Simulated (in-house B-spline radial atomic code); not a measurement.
## H⁻: 1s2

Computed with an all-electron radial atomic-structure program (B-spline basis): non-relativistic Hartree-Fock, spin-polarised, averaged over the determinants with the given up and down occupations, point nucleus.

Z_r = [3n² - l(l+1)]/(2<r>); Z_e = n√(-2ε); the last column is Slater's effective charge. Values are occupation-weighted means over spin.

```csv
shell,electrons,ε (eV),<r> (bohr),Z_r,Z_e,Slater
1s,2,-1.2578,2.504,0.60,0.30,0.70
```

The least bound orbital is 1s at -1.258 eV, and it is also the most diffuse (<r> = 2.504 bohr).

The density falls to 0.001 bohr⁻³ at 3.973 bohr; Σ<r²> = 18.822 bohr² gives, by the non-relativistic formula and without the paramagnetism of open shells, a Langevin diamagnetic susceptibility of -14.91×10⁻⁶ cm³/mol.
